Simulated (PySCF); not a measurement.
## Electron correlation in Al (aluminium, neutral)

[Ne] 3s2 3p1, 2P determinant. Calculation: PySCF 2.14, in cc-pVDZ-DK; scalar relativity by spin-free X2C-1e. Frozen: [Ne]; 3 electrons correlated.

MP2 pair energies summed by pair of shells (mhartree):

```tsv
pair	energy	share (%)
3s-3s	-18.29	59.9
3s-3p	-12.26	40.1
```

Total MP2 correlation energy: -30.55 mhartree.

Same-spin part -2.11 and opposite-spin part -28.44 mhartree; SCS-MP2 scales them by 1/3 and 6/5 to -34.83 mhartree.

```tsv
level	correlation energy (mhartree)
CCSD	-47.01
(T)	-0.68
CCSD(T)	-47.69
```

Diagnostics: T1 = 0.014, D1 = 0.0334, largest double amplitude 0.106.

Question: Is a single reference adequate?

Answer: Mostly. T1 lies below 0.03, but a double amplitude of this size points to a near-degeneracy that CCSD handles and MP2 describes poorly.
